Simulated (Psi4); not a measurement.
CrO₄ (SMILES [O]=[Cr-2](=[O])(=[O])=[O]), charge -2, singlet, geometry from GFN2-xTB (such geometries of metal compounds can be far from the true shape) (a gas-phase anion, which may not be bound at this level); M11/STO-3G (Psi4).

Input for Psi4:
```
memory 2 GB

molecule mol {
-2 1
  Cr    0.000000    0.000000   -0.000000
  O     1.119118    0.636211   -1.006299
  O     0.749129   -0.805372    1.208309
  O    -0.956229   -1.031680   -0.831319
  O    -0.912019    1.200841    0.629310
}

set basis sto-3g
set reference rks

energy('m11')
print_variables()
```

### Question
Write the output that Psi4 gives for this input, abridged.

### Answer

```
   => Loading Basis Set <=

    Name: STO-3G
    Role: ORBITAL
    Keyword: BASIS

         ---------------------------------------------------------
                                   SCF
               by Justin Turney, Rob Parrish, Andy Simmonett
                          and Daniel G. A. Smith
                              RKS Reference
         ---------------------------------------------------------

  ==> Geometry <==

    Molecular point group: c1
    Full point group: C1

    Geometry (in Angstrom), charge = -2, multiplicity = 1:

       Center              X                  Y                   Z               Mass
    ------------   -----------------  -----------------  -----------------  -----------------
         CR           0.000000137982     0.000000000000    -0.000000137982    51.940506230000
         O            1.119118137982     0.636211000000    -1.006299137982    15.994914619570
         O            0.749129137982    -0.805372000000     1.208308862018    15.994914619570
         O           -0.956228862018    -1.031680000000    -0.831319137982    15.994914619570
         O           -0.912018862018     1.200841000000     0.629309862018    15.994914619570

  Running in c1 symmetry.

  Rotational constants: A =      0.14803  B =      0.14803  C =      0.14803 [cm^-1]
  Rotational constants: A =   4437.95853  B =   4437.95801  C =   4437.95734 [MHz]
  Nuclear repulsion =  324.882090691970063

  Charge       = -2
  Multiplicity = 1
  Electrons    = 58
  Nalpha       = 29
  Nbeta        = 29

  ==> Algorithm <==

  SCF Algorithm Type is DF.
  DIIS enabled.
  MOM disabled.
  Fractional occupation disabled.
  Guess Type is SAD.
  Energy threshold   = 1.00e-06
  Density threshold  = 1.00e-06
  Integral threshold = 1.00e-12

  ==> Primary Basis <==

  Basis Set: STO-3G
    Blend: STO-3G
    Number of shells: 20
    Number of basis functions: 38
    Number of Cartesian functions: 39
    Spherical Harmonics?: true
    Max angular momentum: 2

  ==> DFT Potential <==

   => LibXC <=

    Version 7.1.2
    S. Lehtola, C. Steigemann, M. J. T. Oliveira, and M. A. L. Marques,  SoftwareX 7, 1–5 (2018) (10.1016/j.softx.2017.11.002)

   => Composite Functional: M11 <=

    M11 Meta-GGA XC Functional  (10.1021/jz201170d)
    R. Peverati and D. G. Truhlar, J. Phys. Chem. Lett., 2, 2810, 2011

    Deriv               =              1
    GGA                 =           TRUE
    Meta                =           TRUE

[...]
   @DF-RKS iter   5: -1328.94002666991378   -1.67322e-02   1.92789e-03 DIIS/ADIIS
   @DF-RKS iter   6: -1328.94198259060590   -1.95592e-03   4.86730e-04 DIIS/ADIIS
   @DF-RKS iter   7: -1328.94211529933182   -1.32709e-04   1.56743e-04 DIIS/ADIIS
   @DF-RKS iter   8: -1328.94213275667994   -1.74573e-05   4.23798e-05 DIIS
   @DF-RKS iter   9: -1328.94213473381069   -1.97713e-06   2.15039e-06 DIIS
   @DF-RKS iter  10: -1328.94213474336289   -9.55220e-09   7.90034e-07 DIIS
  Energy and wave function converged.

  ==> Post-Iterations <==

   Electrons on quadrature grid:
      Ntotal   =   58.0000204094 ; deviation = 2.041e-05

    Orbital Energies [Eh]
    ---------------------

    Doubly Occupied:

[...]
    Virtual:

[...]
    Final Occupation by Irrep:
              A
    DOCC [    29 ]
    NA   [    29 ]
    NB   [    29 ]

  @DF-RKS Final Energy: -1328.94213474336289

   => Energetics <=

    Nuclear Repulsion Energy =            324.8820906919700633
    One-Electron Energy =               -2510.7382680580735723
    Two-Electron Energy =                 900.5090546191696603
    DFT Exchange-Correlation Energy =     -43.5950119964288518
    Empirical Dispersion Energy =           0.0000000000000000
    VV10 Nonlocal Energy =                  0.0000000000000000
    Total Energy =                      -1328.9421347433628853

Computation Completed

Properties will be evaluated at   0.000000,   0.000000,   0.000000 [a0]

Properties computed using the SCF density matrix

 Multipole Moments:

 ------------------------------------------------------------------------------------
     Multipole            Electronic (a.u.)      Nuclear  (a.u.)        Total (a.u.)
 ------------------------------------------------------------------------------------

 L = 1.  Multiply by 2.5417464519 to convert [e a0] to [Debye]
 Dipole X            :          0.0002042           -0.0000005            0.0002037
 Dipole Y            :          0.0001058            0.0000000            0.0001058
 Dipole Z            :          0.0002015            0.0000005            0.0002021
 Magnitude           :                                                    0.0003058

 ------------------------------------------------------------------------------------

  Variable Map:
  ----------------------------------------------------------------------------
[...]
  Array Variable Map:
  ----------------------------------------------------------------------------
[...]
[...]
```
